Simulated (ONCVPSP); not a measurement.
**Before and after: ONCV potential for nitrogen**

ONCVPSP 4.0.1 input, shortened (lines: element, Z, core and valence counts, functional; n l f; lmax; l rc ep ncon nbas qcut; lloc lpopt rc5 dvloc0; l nproj debl; icmod fcfact rcfact), PBEsol, non-relativistic:

```
  N 7.00    0    3  -116133      upf
    1    0    2.00
    2    0    2.00
    2    1    3.00
    2
    0    0.40    0.00    4    9   29.50
    1    2.10    0.00    4    7    7.50
    2    1.60    0.06    4    8    6.00
    4    5    0.30    2.00
    0    2    0.60
    1    1    3.70
    2    2    1.10
    0    0.00    0.00
```

Change: s: qcut 42.5; p: qcut 10.8; d: qcut 8.6.

Cutoffs: the cutoffs (Ha) at which the residual kinetic energy of the hardest occupied pseudo-wave falls to 1 and 0.1 mHa per electron; they do not see the model core or the augmentation charge, which bear on the density cutoff. Errors are all-electron minus pseudo energies relative to the spin-unpolarised reference configuration.

Task: Predict the effect on cutoff, ghosts and configuration errors.

Result: The potential gets harder (353 Ha and 400 Ha → 509 Ha and 602 Ha); the bound ghost in d disappears; the lowest positive-energy flag moves from p at 41.8 eV to d at 10.6 eV; of the 4 tests that both files solve, the error grows in 0 and shrinks in 4 by more than 15 % and 0.3 meV (median size 232.5 → 145.6 meV).

| quantity | base | changed |
| --- | --- | --- |
| cutoff, loose | 353 Ha | 509 Ha |
| cutoff, tight | 400 Ha | 602 Ha |
| loose cutoff by channel | s 353 Ha, p 17 Ha | s 509 Ha, p 21 Ha |
| bound ghosts | d | none |
| GHOST(+) flags under 300 eV | p at 41.8 eV | d at 10.6 eV, p at 69.3 eV |
| error for 1s2 2s2 2p2, meV [ΔE 13.53 eV] | +46 | +27 |
| error for 1s2 2s2 2p1, meV [ΔE 42.27 eV] | +419 | +264 |
| error for 1s2 2s2 2p0, meV [ΔE 89.16 eV] | +1619 | +1088 |
| error for 1s2 2s1 2p4, meV [ΔE 11.40 eV] | -18 | -12 |
| s: phases at 0.41 bohr within 0.05 rad from the reference energy up to (Ha; the scan ends near 5) | to the end of the scan | to the end of the scan |
| p: phases at 2.13 bohr within 0.05 rad from the reference energy up to (Ha; the scan ends near 5) | 0.7 | 0.8 |
| d: phases at 1.63 bohr within 0.05 rad from the reference energy up to (Ha; the scan ends near 5) | to the end of the scan | to the end of the scan |

 A true bound ghost makes a file unfit for plane-wave use even where its test errors are small: the radial tests pick states by their node count and pass the ghost by.
